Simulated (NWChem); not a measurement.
## Correlation energy of CH2Cl

```xyz
4

C      0.0000     0.0000    -1.1183
Cl     0.0000     0.0000     0.5872
H      0.9680     0.0000    -1.6363
H     -0.9680     0.0000    -1.6363
```
Charge 0, spin multiplicity 2.

Program: NWChem. Structure: optimised with UPBE/def2-SVP, a minimum by its harmonic frequencies.

Basis set: STO-3G. Each correlation energy counts from its own Hartree-Fock reference.

The correlated methods keep 6 core orbitals frozen. The structure started from a generated list of species. The unpaired electrons of the parent sit in orbitals of symmetry b2 (C2v labels of the run); other states weren't searched. No SCF solution was tested for a lower state. Open-shell Hartree-Fock references start from PBE0 orbitals. Coupled-cluster values serve here as a point of comparison, not as the truth.

Q: For the correlation energy, CCSD(T) on ROHF gives -71.0 mHa and CCSD[T] on ROHF gives -71.2 mHa. What do CCSD on ROHF, CCSD(T) on UHF, CCSD on UHF give?

A: CCSD on ROHF: -70.3 mHa; CCSD(T) on UHF: -66.2 mHa; CCSD on UHF: -65.6 mHa.
